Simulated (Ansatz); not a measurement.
Geometry optimisation, Ansatz, RKS BHLYP-D4/def2-SVP.

Input:

```yaml
crystal:
  periodic: [false, false, false]
  atoms:
    - { symbol: O, position_ang: [0.58911, -1.62108, 2.98218] }
    - { symbol: Si, position_ang: [0.69435, -0.94297, 1.64585] }
    - { symbol: C, position_ang: [0.79052, -0.11282, 0.10557] }
    - { symbol: Si, position_ang: [-0.6629, 0.54486, -0.88752] }
    - { symbol: H, position_ang: [1.56742, -1.63454, 0.73311] }
    - { symbol: H, position_ang: [-1.41865, 1.54738, -0.11904] }
    - { symbol: H, position_ang: [-0.14231, 1.16022, -2.11243] }
    - { symbol: H, position_ang: [-1.61652, -0.51725, -1.25412] }
basis:
  gaussian: { orbitals: def2-SVP }
hamiltonian:
  xc: { name: BHLYP }
  dispersion: d4
relax:
  f_tol: 0.02
  max_steps: 50
```

Command:

```bash
$ ansatz run input.yaml --threads 2 --pin off --max-ram 3072MiB --backend cpu --events-out ev --progress --plain --runs-dir out
```

**Question.** Where does it end, and by what steps?

**Answer.** It converged. After 16 steps the energy has fallen by 3.675 eV; H5 moved furthest, 1.19 Å. Parted: Si2–H5. Joined: C3–H5.

```csv
step,energy less start (eV),largest force component (eV/Å),accepted
0,0.0000,3.068,yes
1,-0.8076,1.486,yes
2,-1.1542,1.127,yes
3,-1.5539,1.993,yes
4,-2.1443,2.920,yes
5,-2.7985,2.699,yes
6,-2.8349,6.109,yes
7,-3.4421,1.063,yes
8,-3.5658,0.761,yes
9,-3.6281,0.415,yes
10,-3.6448,0.332,yes
11,-3.6426,0.503,no
12,-3.6606,0.136,yes
13,-3.6711,0.075,yes
14,-3.6740,0.169,yes
15,-3.6602,0.408,no
16,-3.6751,0.012,yes
```

```xyz
8
Properties=species:S:1:pos:R:3
O 0.645 -0.882 3.312
Si 0.627 -0.849 1.808
C 0.571 -0.784 0.134
Si -0.574 0.349 -0.763
H 1.251 -1.442 -0.402
H -1.353 1.107 0.250
H 0.157 1.316 -1.617
H -1.523 -0.392 -1.629
```

Whether the end is a true minimum wasn't checked by a vibrational analysis.

Time of the run: 51 s on 2 threads of Arm Neoverse N1, on a shared host, peak memory 0.16 GiB.
